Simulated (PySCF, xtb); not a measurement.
Sn(F)(OH)3 (FH3O3Sn), SMILES [OH][Sn]([F])([OH])[OH].

GFN2-xTB in xtb 6.7.1 at its own geometry gives an orbital gap of 5.62 eV and a dipole moment of 1.28 D.

Coordinates come from a PBE0-D3(BJ)/def2-SVP optimisation. The structure was generated by enumeration; whether it is a known compound was not checked. The def2 effective core potentials stand for the cores of Sn; spin–orbit coupling is left out. One conformer was computed; it need not be the lowest.

Q: What does PySCF with PBE/def2-TZVP give? (An estimate is asked for; the answer gives what the named calculation found.)

A: gap 4.53 eV (levels -7.77 and -3.24 eV), dipole 0.08 D.
